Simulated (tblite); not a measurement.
C3H8FNSi.
Numbering: `[NH2:1][Si@@H:2]1[CH2:3][CH2:4][C@H:5]1[F:6]` (hydrogens: H7, H8 on N1; H9 on Si2; H10, H11 on C3; H12, H13 on C4; H14 on C5)

Computed with GFN2-xTB (tblite), gas phase: Langevin dynamics at 300 K from the optimised GFN2-xTB geometry, time step 0.5 fs, friction 0.01 fs⁻¹, 2000 steps.

Start geometry:
```
atom  x, y, z in Å
N1      2.150    0.139    0.666
Si2     0.868    0.160   -0.484
C3     -0.660    1.154    0.083
C4     -1.544   -0.107    0.016
C5     -0.456   -1.184   -0.108
F6     -0.733   -2.112   -1.103
H7      2.705    0.973    0.774
H8      2.749   -0.672    0.696
H9      1.199    0.265   -1.908
H10    -0.585    1.536    1.099
H11    -1.018    1.965   -0.546
H12    -2.152   -0.111   -0.887
H13    -2.201   -0.237    0.874
H14    -0.325   -1.768    0.806
```

The statistics below take the 31 frames saved every 25 fs from 250 to 1000 fs; their kinetic temperature (all 3N coordinates) averages 304 K.

**Question.** Give the mean, spread and extremes of the bond lengths.

**Answer.** 
```tsv
bond	start (Å)	mean (Å)	standard deviation (Å)	shortest (Å)	longest (Å)
N1–Si2	1.722	1.726	0.019	1.696	1.768
Si2–C3	1.909	1.916	0.039	1.844	1.979
C3–C4	1.542	1.550	0.036	1.474	1.638
C4–C5	1.536	1.542	0.034	1.484	1.624
C5–F6	1.388	1.398	0.026	1.336	1.453
Si2–C5	1.924	1.934	0.048	1.858	2.043
N1–H7	1.008	1.012	0.024	0.973	1.062
N1–H8	1.008	1.011	0.024	0.960	1.078
Si2–H9	1.466	1.464	0.027	1.414	1.526
C3–H10	1.088	1.094	0.023	1.058	1.157
C3–H11	1.087	1.096	0.042	1.024	1.175
C4–H12	1.089	1.093	0.024	1.048	1.151
C4–H13	1.089	1.094	0.029	1.046	1.148
C5–H14	1.093	1.101	0.042	1.035	1.200
```

**Question.** Give the same statistics for bond angles, one of each kind among heavy atoms.

**Answer.** 
```tsv
angle	start (°)	mean (°)	standard deviation (°)	smallest (°)	largest (°)
N1–Si2–C3	113.8	116.7	7.4	103.2	131.3
N1–Si2–C5	111.9	112.5	5.7	100.0	122.8
C3–Si2–C5	75.8	75.4	2.0	71.7	79.7
Si2–C3–C4	91.1	91.3	2.0	86.5	95.7
C3–C4–C5	99.8	99.1	2.0	93.9	102.3
C4–C5–F6	112.6	111.3	3.0	107.4	120.0
Si2–C5–C4	90.8	90.8	2.1	85.3	96.4
Si2–C5–F6	117.7	115.5	7.2	99.0	131.3
```

**Question.** How far does each atom move about its mean position (frames aligned on the start, all atoms weighted alike), and what rms force does it feel?

**Answer.** 
```csv
atom,rms displacement (Å),rms force (eV/Å)
N1,0.21,1.63
Si2,0.12,1.50
C3,0.13,1.97
C4,0.18,1.54
C5,0.15,1.81
F6,0.44,0.78
H7,0.83,1.03
H8,0.87,1.03
H9,0.28,0.56
H10,0.35,0.86
H11,0.34,1.36
H12,0.47,0.87
H13,0.51,0.99
H14,0.37,1.26
```

The displacements run from 0.12 to 0.87 Å, the largest at H8.

**Question.** How widely does the potential energy scatter, against a harmonic estimate?

**Answer.** Mean 0.49 eV above the start, standard deviation 0.082 eV, range 0.30 to 0.64 eV. For 36 classical harmonic modes at 300 K the canonical values are 36kT/2 = 0.47 eV and kT·√(36/2) = 0.110 eV.

The run is classical and short, so these are rough statistics of one trajectory.

What follows is the cost of the whole dynamics run. Hardware: an AMD EPYC 7B13 with one thread (shared host). Cost: 12 s wall, 0.18 GiB resident at most.
